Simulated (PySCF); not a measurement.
C2H8O2Si, SMILES C[C@H](O)[SiH2]O. Atoms are numbered in the order given.

```xyz
13

C      2.0811    -0.3669     0.4308
C      0.8321     0.2014    -0.2268
O      0.5170     1.5273     0.2552
Si    -0.7810    -0.7973    -0.0340
O     -1.9933     0.2118    -0.5811
H      1.9247    -0.5377     1.5105
H      2.3574    -1.3351    -0.0178
H      2.9331     0.3230     0.3152
H      1.0222     0.3385    -1.3056
H      0.5094     1.4932     1.2228
H     -0.8194    -2.0607    -0.8194
H     -0.9313    -1.1171     1.4225
H     -1.7306     1.1385    -0.4696
```
Charge 0, spin multiplicity 1.

Geometry optimised at B3LYP-D3(BJ)/def2-SVP. The structure was generated by enumeration; whether it is a known compound was not checked. One conformer was computed; it need not be the lowest.

Level of theory: PySCF with PBE0/pcSseg-1.

GIAO shieldings, no solvent; atoms listed in one row are averaged. δ = σ(ref) − σ: ¹³C against TMS (σ = 186.3 ppm); ¹⁷O against H2O (σ = 334.2 ppm); ²⁹Si against TMS (σ = 352.7 ppm); ¹H against TMS (σ = 31.56 ppm), references at their B3LYP-D3(BJ)/def2-TZVP geometries, non-relativistic.

### Question
Estimate the chemical shifts. (Estimate from the structure and the level; the computed values follow.)

### Answer

```
nucleus       atoms  count  δ (ppm)
-------  ----------  -----  -------
¹³C              C2      1     64.0
¹³C              C1      1     21.7
¹⁷O              O3      1     49.2
¹⁷O              O5      1     10.3
²⁹Si            Si4      1    -12.8
¹H              H11      1     5.13
¹H              H12      1     4.79
¹H               H9      1     3.71
¹H              H13      1     2.13
¹H       H6, H7, H8      3     1.57
¹H              H10      1    -0.52
```
